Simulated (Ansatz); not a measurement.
Harmonic frequencies (cm⁻¹) at PBE0-D4/def2-TZVP from Ansatz: 60, 93, 112, 140, 142, 171, 256, 295, 315, 457, 482, 496, 525, 570, 690, 873, 897, 925, 942, 1569, 1801, 1816, 2062, 2217, 2240, 3522, 3619.

Each molecule was computed in one conformer, which needn't be the lowest.

Question: Which molecule is it?
A. `[NH2][Sb]([SiH3])[InH2]`
B. `B1N[SiH2][SiH2]1`
C. `C/C=N/C`
D. `C1=[CH][AlH][CH2]O1`

Answer: A.
